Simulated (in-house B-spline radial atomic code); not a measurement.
Ionising P3+ with different functionals

Computed with a radial B-spline atomic code at the basis-set limit: four-component Dirac-Coulomb Hamiltonian, Fermi nucleus of rms radius 3.1889 fm, spin-restricted, spherical fractional occupations for the functionals, and exact exchange of hybrids averaged over the configuration. The ionisation energy is the difference of two self-consistent energies, [Ne] 3s2 → [Ne] 3s1, without Breit or QED terms; ε is the level of the shell that loses the electron (mean over j).

```csv
method,rung,ΔSCF (eV),-ε(3s) (eV)
B3LYP,global hybrid,51.95,46.82
BHandHLYP,global hybrid,51.37,48.25
B97-1,global hybrid,51.65,46.67
LC-wPBE,range-separated hybrid,51.81,50.08
```

Problem. Among the functionals, which spreads more, the ΔSCF values or the orbital energies?

Solution. The orbital energies: ΔSCF values span about 0.58 eV and the orbital energies 3.42 eV; here energy differences depend much less on the functional than eigenvalues do.

Problem. How do they compare with the NIST value?

Solution. NIST lists 51.444 eV (measured, ground level to ground level). Errors run from -0.07 to +0.51 eV; BHandHLYP is closest (-0.07 eV), but part of that can be cancellation, since the calculations leave out Breit-QED terms, spin polarisation, the near-degeneracy of s² and p².
